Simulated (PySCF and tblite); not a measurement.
The numbers below are computed, except where a source is named.
propiophenone, C₉H₁₀O, numbered as in [CH3:1][CH2:2][C:3](=[O:4])[c:5]1[cH:6][cH:7][cH:8][cH:9][cH:10]1.

Search: ETKDG and KDG, MMFF94s, GFN2-xTB, 90 starts; geometries at PBE0-D3(BJ)/def2-SVP. Energies: PBE0-D3(BJ)/def2-SVPD (IEF-PCM, chloroform), with GFN2-xTB thermal terms (modes under about 100 cm⁻¹ blended into free rotors). Symmetry numbers and mirror images are counted. Conformers within 3 kcal/mol (GFN2-xTB free energy) were kept, 7 at most. GIAO shieldings: PBE0/pcSseg-1 (IEF-PCM, chloroform). Shifts are against TMS (¹H), TMS (¹³C) at the same level. Codes: tblite and PySCF.

Torsions listed: C1–C2–C3–O4, O4–C3–C5–C6. Of a mirror pair one member is shown.

```
conformer      shape   symmetry  E(GFN2) kcal/mol  E(DFT) kcal/mol
        1  -1°, 180°         Cs              0.00             0.00
        2  -100°, 5°  C1 (pair)              0.35             1.08
```

**Question.** How much do the weights at 298.15 K and the averaged shift of C1 depend on how the conformers are weighted?

**Answer.** 
| weighting | 1 (%) | 2 (%) | δ (ppm) | rms dipole (D) |
| --- | --- | --- | --- | --- |
| DFT energy with thermal terms, symmetry and mirror images (full scheme) | 88 | 12 | 10.1 | 3.94 |
| DFT energy with symmetry and mirror images | 76 | 24 | 10.8 | 3.95 |
| bare DFT energy | 86 | 14 | 10.2 | 3.94 |
| GFN2-xTB energy with symmetry and mirror images | 47 | 53 | 12.4 | 3.99 |
| GFN2-xTB free energy | 67 | 33 | 11.3 | 3.96 |
| leading conformer alone | 100 | 0 | 9.4 | 3.92 |
| equal weights | 50 | 50 | 12.2 | 3.99 |
| full scheme, search stopped after three starts | 0 | 100 | 15.1 | 4.05 |

The largest departure from the full scheme, 5.0 ppm, comes with: full scheme, search stopped after three starts.
